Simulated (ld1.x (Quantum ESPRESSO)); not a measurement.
**Pt, ultrasoft: configuration errors across variants**

platinum, ultrasoft, made with ld1.x (Quantum ESPRESSO) 7.5 (PBEsol, scalar-relativistic). Core [Xe] 4f14, reference 5d10 6s0 6p0. Waves: 6s (bound, empty): rcut 1.80, rcutus 2.50 bohr; 6s channel at 0.2 Ry: rcut 1.80, rcutus 2.50 bohr; 6p (bound, empty): rcut 2.55, rcutus 2.85 bohr; 6p channel at 2.65 Ry: rcut 2.55, rcutus 2.85 bohr; 5d (bound): rcut 2.45, rcutus 2.65 bohr; 5d channel at 3.25 Ry: rcut 2.45, rcutus 2.65 bohr. Local part: all-electron potential smoothed inside 2.00 bohr (lloc = -2). Core correction: Bessel-smoothed model core, default radius (core density twice the valence density). Augmentation charge: PSQ, inside the norm-conserving radii.

All-electron excitation energies from the reference (eV): (1) 5d9 6s1 6p0 0.011; (2) 5d9 6s0 6p0 9.236; (3) 5d8 6s0 6p0 29.232; (4) 5d9 6s0.5 6p0 3.723; (5) 5d7 6s0 6p0 61.480; (6) 5d9.5 6s0.5 6p0 -0.107; (7) 5d8 6s2 6p0 0.999.

4 further variants failed, have other tests or another functional or relativity, and are left out.

Errors AE − PS in meV (a dash: test not solved or not reliable):

```tsv
change	(1)	(2)	(3)	(4)	(5)	(6)	(7)	bound ghosts
base	-109	-43	-387	-70	-1541	-23	-550	none
local potential all-electron potential smoothed inside 2.02 bohr (lloc = -2)	-109	-43	-387	-70	-1541	-23	-550	none
waves 5d (bound): rcut 2.45, rcutus 3.94 bohr; 5d channel at 3.25 Ry: rcut 2.45, rcutus 3.94 bohr	–	–	–	–	–	–	–	none
wave 6p channel at 2.65 Ry: rcut 2.55, rcutus 2.85 bohr becomes 6p channel at 0.02 Ry: rcut 2.55, rcutus 2.85 bohr	-109	-43	-387	-70	-1541	-23	-550	none
waves 6s (bound): rcut 1.80, rcutus 2.16 bohr; 6s channel at 0.2 Ry: rcut 1.80, rcutus 2.16 bohr	-105	-43	-387	-68	-1541	-22	-533	none
type TM semilocal; waves now 6s (bound): rc 2.50 bohr; 6p (bound): rc 2.85 bohr; 5d (bound): rc 2.65 bohr; local potential the d channel	-21	-23	-136	-18	-392	-3.9	-101	none
waves 6p (bound): rcut 2.46, rcutus 2.60 bohr; 6p channel at 2.65 Ry: rcut 2.46, rcutus 2.60 bohr	-109	-43	-387	-70	-1541	-23	-550	none
```

Question: Give the same row for: all radii but the core radius scaled by about 0.91 (s 2.28, p 2.60, d 2.42 bohr, rcut 1.64/2.32/2.24); local potential all-electron potential smoothed inside 1.82 bohr (lloc = -2).

Answer: -71, -28, -267, -45, -1086, -15, -367; bound ghosts: none.
